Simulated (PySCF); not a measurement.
SMILES C(Br)[Si](Cl)(Cl)Cl (CH2BrCl3Si) at its PBE/def2-SVP optimised geometry (Å):

```
8

Cl    -1.3735    -1.9434    -1.6859
Si    -0.6964    -0.9727     0.0000
Cl     1.3738    -0.9727     0.0000
Cl    -1.3738     0.9727     0.0000
C     -1.2501    -1.8733     1.5573
Br    -3.1974    -1.9629     1.7054
H     -0.8617    -2.9107     1.5544
H     -0.8647    -1.3517     2.4553
```

Method: PBE/def2-TZVP run with PySCF. Cells within 0.4 Å of a nucleus heavier than hydrogen are left out (blank, or x).

Map of the deformation density (molecule minus spherical neutral atoms) (e/bohr³) on the plane z = 0.0 Å:

```
|3333333333333333333333333|
|3333333333333333333333333|
|3333333333333333333333333|
|3333333333333333333333333|
|3333333333333333333333333|
|3333322223333333333333333|
|3333321134433333333333333|
|3333332256443333333333333|
|3333456xx7543333333333333|
|333346xxx5443333333333333|
|3333455x44543333333333333|
|3333444578643333333333333|
|3333345799632334444333333|
|3333334566422454565333333|
|33332211332247745x6323333|
|333321002xx36994xxx122333|
|333321002xx35884xx4122333|
|3333221122113664585323333|
|3333222221002344554333333|
|3333322222112334444333333|
|3333332222222333333333333|
|3333333222222333333333333|
|3333333333333333333333333|
|3333333333333333333333333|
|3333333333333333333333333|
```
Scale: ten equal steps from -0.018 (start of '0') to 0.029 (end of '9'), in the order '0123456789'; x runs from -3.50 to 3.50, y from -3.50 (bottom) to 3.50 (top).
